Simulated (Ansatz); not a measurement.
Basis-set series for C2H7As (`C[AsH]C`). Charge 0, multiplicity 1. The structure was optimised at the PBE0-D4/def2-TZVP level.

```json
{"functional": "PBE0-D4", "basis": "def2-TZVPP", "functions": "208", "energy (Eh)": "-2315.95796", "HOMO (eV)": "-6.77", "LUMO (eV)": "0.68"}
{"functional": "PBE0-D4", "basis": "def2-QZVPP", "functions": "413", "energy (Eh)": "-2316.01114", "HOMO (eV)": "-6.81", "LUMO (eV)": "0.35"}
{"functional": "ωB97M-V", "basis": "def2-TZVPP", "functions": "208", "energy (Eh)": "-2316.14070", "HOMO (eV)": "-8.94", "LUMO (eV)": "2.27"}
{"functional": "ωB97M-V", "basis": "def2-QZVPP", "functions": "413", "energy (Eh)": "-2316.19291", "HOMO (eV)": "-8.98", "LUMO (eV)": "1.67"}
```

(1) Give the rows for def2-SVP. (Estimate.)

Answers

(1) Computed: 
| functional | basis | functions | energy (Eh) | HOMO (eV) | LUMO (eV) |
| --- | --- | --- | --- | --- | --- |
| PBE0-D4 | def2-SVP | 95 | -2315.59120 | -6.73 | 1.05 |
| ωB97M-V | def2-SVP | 95 | -2315.76767 | -8.89 | 2.86 |

Positive LUMOs are unbound and depend on the basis. Scalar relativity is left out up to krypton.
